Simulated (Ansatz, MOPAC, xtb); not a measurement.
Pair of molecules: HF (SMILES F) (first 2 atoms) with CH2O2 (SMILES O=CO); geometry from B3LYP-D3(BJ)/def2-TZVP, rigid monomers moved along the line of their centres of mass till H2···O3 is 1.49 Å.
(charge 0, multiplicity 1):
```xyz
7

F      0.39017     0.00140     0.46205
H     -0.15532    -0.47250     1.09499
O     -0.66762    -0.78761     2.45440
C     -0.08627    -0.03804     3.21191
O      0.81424     0.86322     2.86382
H     -0.25706    -0.03574     4.29262
H      0.94196     0.83351     1.88907
```

Interaction energies are E(AB) − E(A) − E(B) at the monomers' geometry in the complex; basis-set methods are counterpoise corrected.

Correlated levels freeze the cores. The state reached by PM6 isn't checked.

The values were computed with Ansatz (an electronic-structure program) with Gaussian orbitals; MOPAC for PM6 (differences of heats of formation); xtb for the GFN methods. 

**Question.** What is the computed interaction energy (PM6)?

**Answer.** 8 kJ/mol

**Question.** What interaction energy does GFN-FF give?

**Answer.** -9 kJ/mol

**Question.** What is the computed interaction energy (SCS-MP2/aug-cc-pVTZ)?

**Answer.** -35 kJ/mol
